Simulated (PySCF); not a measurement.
Zn(H)(SeH) (H2SeZn), SMILES [ZnH][SeH]. Atoms are numbered in the order given.

```xyz
4

Zn     0.0002     1.1949     0.0000
H      0.0109     2.7304     0.0000
Se    -0.0424    -1.1012     0.0000
H      1.4277    -1.1381     0.0000
```
Charge 0, spin multiplicity 1.

Geometry: PBE0-D3(BJ)/def2-TZVP.

Method: CAM-B3LYP/def2-TZVPD in PySCF.

Symmetry labels are those of the subgroup Cs that the program uses (full group Cs).

Computed valence orbital energies around the gap with their symmetry:
| orbital | symmetry | energy (eV) |
|---|---|---|
| HOMO−7 | A" | -16.51 |
| HOMO−6 | A' | -16.51 |
| HOMO−5 | A' | -16.49 |
| HOMO−4 | A" | -16.45 |
| HOMO−3 | A' | -12.06 |
| HOMO−2 | A' | -11.26 |
| HOMO−1 | A' | -9.38 |
| HOMO | A" | -8.26 |
| LUMO | A' | -0.20 |
| LUMO+1 | A" | 0.08 |
| LUMO+2 | A' | 0.19 |
| LUMO+3 | A' | 1.02 |
